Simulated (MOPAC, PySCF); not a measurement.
CH$_{2}$OS, SMILES `C(=O)S` (O–C–S–H torsion 0°), neutral singlet in the gas phase. 

Cartesian coordinates (Å):
```xyz
5

O     -0.8651    -0.3186    -1.0744
C     -0.5679     0.1017     0.0056
S      1.0673     0.1238     0.7108
H     -1.2957     0.5381     0.7118
H      1.6615    -0.4451    -0.3538
```
Charge 0, spin multiplicity 1.

All levels are single points at this geometry (B3LYP-D3(BJ)/def2-TZVP); Pople sets use spherical d functions. Orbital energies aren't observables, and empty levels follow the basis.

```tsv
level	HOMO (eV)	LUMO (eV)	gap (eV)	dipole (D)	vertical IE, Delta-SCF (eV)
TPSSh-D3(BJ)/def2-TZVP in PySCF	-7.18	-1.57	5.61	1.50	10.28
BP86/6-31G* in PySCF	-6.35	-1.85	4.50	1.13	–
HF/3-21G in PySCF	-10.98	3.79	14.77	1.14	–
HF/6-31G* in PySCF	-10.91	3.71	14.62	1.64	–
HF/STO-3G in PySCF	-7.78	8.02	15.79	0.91	–
PM3 in MOPAC	-10.15	-0.16	9.99	0.45	–
```
